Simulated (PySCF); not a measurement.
Vertical excitations of a molecule C3H8FNSi from TDDFT-PBE0/def2-SVPD (PySCF), as energy in eV (oscillator strength): 5.52 (0.002), 6.74 (0.402), 7.23 (0.008), 7.24 (0.023), 7.64 (0.007), 7.74 (0.082), 7.91 (0.002), 7.95 (0.066), 8.03 (0.003), 8.04 (0.016). Lowest triplet (TDA): 4.62 eV. Coordinates come from a ωB97X-D3(BJ)/def2-SVP optimisation. One conformer was computed; it need not be the lowest.

Identify the compound among the candidates.
A) C=C(F)C[SiH2]N
B) F[SiH2]N1CCC1
C) C/C=N/[C@H](F)[SiH3]
D) C=C[Si@H](N)CF

C, C/C=N/[C@H](F)[SiH3]
